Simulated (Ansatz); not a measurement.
```yaml
crystal:
  periodic: [false, false, false]
  atoms:
    - {symbol: F, position_ang: [-0.203275, -0.070174, 1.372800]}
    - {symbol: C, position_ang: [0.048100, -0.135595, 0.066373]}
    - {symbol: F, position_ang: [-0.512854, -1.254768, -0.388633]}
    - {symbol: F, position_ang: [1.369485, -0.242053, -0.094045]}
    - {symbol: Te, position_ang: [-0.651556, 1.628890, -0.997895]}
basis:
  gaussian: {orbitals: def2-mTZVP}
magnetization: {spin_polarized: true, initial_magnetization: 1}
hamiltonian: {xc: {name: wB97M-V}}
output: {forces: true}
```

```sh
$ ansatz run in.yaml --threads 4 --pin off --events-out ev --progress --plain --max-ram 10444MiB
```

Shortened log:

```
Functional definition: wB97M-V
1033 factors; integrals over basis functions are off by at most 1.2e-3 eV
219 factors; integrals over basis functions are off by at most 4.9e-5 eV
mean field evaluation 1: about -16477.7609 eV, gradient 3.1e1 eV
mean field evaluation 2: about -16477.3764 eV, gradient 3.7e1 eV
mean field evaluation 4: about -16480.8194 eV, gradient 1.1e0 eV
mean field evaluation 8: about -16480.9418 eV, gradient 5.1e-2 eV
mean field evaluation 16: about -16480.9419 eV, gradient 6.5e-4 eV
mean field evaluation 32: about -16480.9419 eV, gradient 1.9e-6 eV
mean field -16480.94188031 eV, -605.6634429177 hartree, gradient 1.9e-6 eV, S^2 0.752834; 2 other end points of the search recorded, 0 dependent functions left out
reference -16480.94191539 eV, -605.6634442069 hartree; 29, 28 occupied and 83, 84 virtual orbitals, 1033 factors
Total energy: -16480.94191539 eV, -605.6634442069 hartree
Atom 0 at    -0.203275    -0.070174     1.372800 Å, force    -0.076065     0.019995     0.468094 eV/Å
Atom 1 at     0.048100    -0.135595     0.066373 Å, force    -0.219743     0.458306    -0.268959 eV/Å
Atom 2 at    -0.512854    -1.254768    -0.388633 Å, force    -0.185861    -0.405064    -0.163112 eV/Å
Atom 3 at     1.369485    -0.242053    -0.094045 Å, force     0.479900    -0.058569    -0.045871 eV/Å
Atom 4 at    -0.651556     1.628890    -0.997895 Å, force     0.001769    -0.014667     0.009848 eV/Å
Dipole moment:    -0.128167     0.297233    -0.177482 e Å
```

Run time 11 s (4 threads of an AMD EPYC 9R45 on a shared host); peak host memory 0.59 GiB.
